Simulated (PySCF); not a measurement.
Compound: C₆H₁₁PS.
Atom-mapped SMILES: `[CH3:1][C:2]1=[CH:3][CH2:4][P@:5]([CH3:6])(=[S:7])[CH2:8]1` (hydrogens: H9, H10, H11 on C1; H12 on C3; H13, H14 on C4; H15, H16, H17 on C6; H18, H19 on C8)

The same species was optimised twice, with GFN2-xTB and with PBE0-D3(BJ)/def2-SVP (PySCF), and the same property calculations (PySCF, gas phase) were run on both structures.

```json
{"coordinate": "C2=C3 (Å)", "GFN2-xTB": "1.327", "PBE0-D3(BJ)/def2-SVP": "1.345", "change": "+0.018"}
{"coordinate": "P5–C6 (Å)", "GFN2-xTB": "1.836", "PBE0-D3(BJ)/def2-SVP": "1.822", "change": "-0.014"}
{"coordinate": "P5=S7 (Å)", "GFN2-xTB": "1.937", "PBE0-D3(BJ)/def2-SVP": "1.944", "change": "+0.007"}
{"coordinate": "P5–C8 (Å)", "GFN2-xTB": "1.851", "PBE0-D3(BJ)/def2-SVP": "1.846", "change": "-0.005"}
{"coordinate": "C4–P5 (Å)", "GFN2-xTB": "1.853", "PBE0-D3(BJ)/def2-SVP": "1.849", "change": "-0.004"}
{"coordinate": "C2–C8 (Å)", "GFN2-xTB": "1.504", "PBE0-D3(BJ)/def2-SVP": "1.508", "change": "+0.004"}
{"coordinate": "C3–C4 (Å)", "GFN2-xTB": "1.497", "PBE0-D3(BJ)/def2-SVP": "1.500", "change": "+0.003"}
{"coordinate": "C1–C2 (Å)", "GFN2-xTB": "1.492", "PBE0-D3(BJ)/def2-SVP": "1.492", "change": "0.000"}
{"coordinate": "C1–C2–C8 (°)", "GFN2-xTB": "118.2", "PBE0-D3(BJ)/def2-SVP": "119.4", "change": "+1.2"}
{"coordinate": "C1–C2–C3 (°)", "GFN2-xTB": "125.9", "PBE0-D3(BJ)/def2-SVP": "125.2", "change": "-0.7"}
{"coordinate": "C3–C2–C8 (°)", "GFN2-xTB": "116.0", "PBE0-D3(BJ)/def2-SVP": "115.4", "change": "-0.6"}
{"coordinate": "C4–P5–C8 (°)", "GFN2-xTB": "92.7", "PBE0-D3(BJ)/def2-SVP": "93.3", "change": "+0.6"}
{"coordinate": "C6–P5–S7 (°)", "GFN2-xTB": "115.1", "PBE0-D3(BJ)/def2-SVP": "114.6", "change": "-0.5"}
{"coordinate": "C2–C8–P5 (°)", "GFN2-xTB": "103.9", "PBE0-D3(BJ)/def2-SVP": "104.4", "change": "+0.5"}
{"coordinate": "C6–P5–C8 (°)", "GFN2-xTB": "104.1", "PBE0-D3(BJ)/def2-SVP": "103.7", "change": "-0.4"}
{"coordinate": "S7–P5–C8 (°)", "GFN2-xTB": "118.7", "PBE0-D3(BJ)/def2-SVP": "119.0", "change": "+0.3"}
```

Rotational constants: A = 2782, B = 907.0, C = 889.8 MHz (GFN2-xTB) against A = 2794, B = 902.7, C = 884.1 MHz (PBE0-D3(BJ)/def2-SVP). Point groups within 0.08 Å: C1 and C1.

On the GFN2-xTB structure: HOMO (eV) -6.34 [PBE0/pcSseg-1]; LUMO (eV) 0.00 [PBE0/pcSseg-1]; dipole (D) 5.08 [PBE0/pcSseg-1]; GIAO shielding of C1 (ppm) 163.8 [PBE0/pcSseg-1]; GIAO shielding of C2 (ppm) 41.0 [PBE0/pcSseg-1]; GIAO shielding of C3 (ppm) 58.4 [PBE0/pcSseg-1]; GIAO shielding of C4 (ppm) 141.1 [PBE0/pcSseg-1]; GIAO shielding of P5 (ppm) 270.3 [PBE0/pcSseg-1]; GIAO shielding of C6 (ppm) 163.8 [PBE0/pcSseg-1]; GIAO shielding of S7 (ppm) 720.9 [PBE0/pcSseg-1]; GIAO shielding of C8 (ppm) 138.5 [PBE0/pcSseg-1].

**Question.** What do these properties become on the PBE0-D3(BJ)/def2-SVP structure?

**Answer.** 
```csv
property,level,on GFN2-xTB,on PBE0-D3(BJ)/def2-SVP,change
HOMO (eV),PBE0/pcSseg-1,-6.34,-6.33,+0.01
LUMO (eV),PBE0/pcSseg-1,0.00,-0.13,-0.13
dipole (D),PBE0/pcSseg-1,5.08,5.09,+0.01
"energy, GFN2-xTB geometry as zero (kcal/mol)",PBE0/pcSseg-1,0.0,-0.4,-0.4
GIAO shielding of C1 (ppm),PBE0/pcSseg-1,163.8,161.8,-2.0
GIAO shielding of C2 (ppm),PBE0/pcSseg-1,41.0,37.4,-3.6
GIAO shielding of C3 (ppm),PBE0/pcSseg-1,58.4,54.1,-4.3
GIAO shielding of C4 (ppm),PBE0/pcSseg-1,141.1,140.7,-0.4
GIAO shielding of P5 (ppm),PBE0/pcSseg-1,270.3,270.1,-0.2
GIAO shielding of C6 (ppm),PBE0/pcSseg-1,163.8,162.5,-1.3
GIAO shielding of S7 (ppm),PBE0/pcSseg-1,720.9,717.5,-3.4
GIAO shielding of C8 (ppm),PBE0/pcSseg-1,138.5,138.3,-0.2
```

The heavy atoms differ by 0.013 Å rms after alignment. Among bonds between heavy atoms C2=C3 changes most (+0.018 Å). Changes are differences of the printed values. Neither structure is proved a minimum here.
